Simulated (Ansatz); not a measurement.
Basis sets compared for GaGe₉H₁₈⁻, a doped cluster cut from the lattice of germanium (Ga on a surface site). Total charge -1; singlet. Geometry PBE-D4/def2-SVP. Ansatz on 2 threads of AMD EPYC 7R13 on a shared host and a share (18 GiB) of an NVIDIA H100 80GB HBM3; times are rough, and most runs start from earlier orbitals.

```xyz
28

Ge   -2.0120    0.3303    2.2777
Ge   -3.8142   -1.7062   -0.7271
Ge    1.5792    1.8817    1.8192
Ge    3.5986    1.4978   -1.6734
Ga   -0.1967    0.0337   -1.4251
Ge    0.0992    0.0794    1.0475
Ge   -1.6432   -1.9314   -1.8578
Ge   -3.5393   -1.5000    1.6992
Ge    2.0824   -0.3218   -2.3310
Ge    3.7833    1.6650    0.7646
H    -1.8756    0.3931    3.8384
H    -2.7243    1.6605    1.8695
H    -4.8306   -2.8706   -0.9980
H    -4.5570   -0.4090   -1.1909
H     1.7746    1.9691    3.3726
H     1.0081    3.2736    1.3942
H     5.0507    1.3999   -2.2596
H     3.0604    2.8830   -2.1647
H    -0.8510    1.3968   -1.9307
H     0.7359   -1.2050    1.6881
H    -1.1068   -3.3036   -1.3181
H    -2.0299   -2.2504   -3.3491
H    -2.9470   -2.8351    2.2570
H    -4.9254   -1.3334    2.4130
H     2.8268   -1.6034   -1.8140
H     2.2523   -0.4040   -3.8924
H     4.4682    0.3695    1.3102
H     4.7333    2.8404    1.1810
```

Single mean-field runs in def2-SVP, def2-TZVP are fitted with def2-universal-jkfit.

```tsv
level	functions	energy (Eh)	HOMO (eV)	LUMO (eV)	wall time
PBE-D4/def2-SVP	410	-20623.2224	-2.42	1.59	3.3 s
PBE0-D4/def2-SVP	410	-20623.7810	-3.33	2.32	3.4 s
```

Task: Estimate the rows for PBE-D4/def2-TZVP, PBE0-D4/def2-TZVP.

Result: 
| level | functions | energy (Eh) | HOMO (eV) | LUMO (eV) | wall time |
| --- | --- | --- | --- | --- | --- |
| PBE-D4/def2-TZVP | 588 | -20625.8357 | -2.51 | 1.41 | 4.7 s |
| PBE0-D4/def2-TZVP | 588 | -20626.3816 | -3.38 | 2.16 | 9.5 s |
